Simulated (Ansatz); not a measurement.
CH6NPSi, SMILES `P[SiH]1CN1`. The species carries charge 0 and has multiplicity 1.

Cartesian coordinates in Å:
```
P 0.059 2.069 -1.079
Si 0.376 0.394 0.367
C -0.875 -0.866 0.810
N 0.212 -1.244 -0.147
H -0.595 1.215 -2.005
H 1.336 1.896 -1.679
H 1.380 0.739 1.404
H -0.829 -1.294 1.811
H -1.874 -0.902 0.382
H 0.809 -2.007 0.136
```

Question: What are the harmonic wavenumbers in cm⁻¹ at PBE0-D4/def2-TZVP (Ansatz, finite differences of forces, unscaled)? (Best estimate.)

Answer: The calculation gave: 122, 162, 195, 430, 492, 583, 621, 657, 729, 769, 789, 839, 994, 1037, 1086, 1095, 1226, 1465, 2227, 2400, 2423, 3092, 3168, 3605.

Question: Is this a minimum?

Answer: Yes, all 24 modes are real.

Question: Give the ideal-gas thermochemistry at 298.15 K and 1 bar (rigid rotor, harmonic oscillator; point group C1, symmetry number 1).

Answer: Zero-point energy 180.7 kJ/mol; H(298) − E = 199.3 kJ/mol; entropy 323.4 J/(mol·K), of which translation 165.1, rotation 108.7, vibration 49.5; G(298) − E = 102.9 kJ/mol.
